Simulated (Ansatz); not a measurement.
Consider the redistribution: `FCBCl` + `[CH3][Al]([OH])[C](=N)N` → `N=C(N)BCl` + `[CH3][Al]([OH])[CH2]F`.

Computed with Ansatz on PBE0-D4/def2-TZVP structures; ΔE is electronic, products minus reactants. CCSD(T)/CBS adds triple-zeta CCSD(T) − MP2 to the extrapolated MP2 energy (def2 sets, frozen cores). Functionals use def2-TZVPP. B3LYP here is the variant with VWN-RPA as its local correlation; programs differ in this. One conformer a species, not always the lowest.

(1) Is it downhill or uphill in electronic energy at CCSD(T)/CBS, and by how much? (An estimate is asked.)

(2) What do these levels give: r2SCAN-D4, B3LYP-D4, ωB97M-V, PBE, r2SCAN, PBE0, HF/def2-TZVPP, CCSD/def2-TZVPP, CCSD(T)/def2-TZVPP, HF/def2-QZVPP, MP2/def2-QZVPP, MP2/CBS(def2)? (Estimate.)

Largest T1 diagnostic among the species: 0.014.

## Answers

(1) Computed: Uphill: ΔE = +3.8 kcal/mol.

(2) The calculation gave: r2SCAN-D4 4.5, B3LYP-D4 4.3, ωB97M-V 4.5, PBE 4.1, r2SCAN 4.4, PBE0 4.4, HF/def2-TZVPP 5.2, CCSD/def2-TZVPP 4.1, CCSD(T)/def2-TZVPP 3.9, HF/def2-QZVPP 5.2, MP2/def2-QZVPP 4.0, MP2/CBS(def2) 4.0 kcal/mol.

In def2-TZVPP, CCSD(T) changes the Hartree–Fock value by −1.3 kcal/mol (the triples alone add −0.2 kcal/mol) and MP2 by −1.2 kcal/mol.
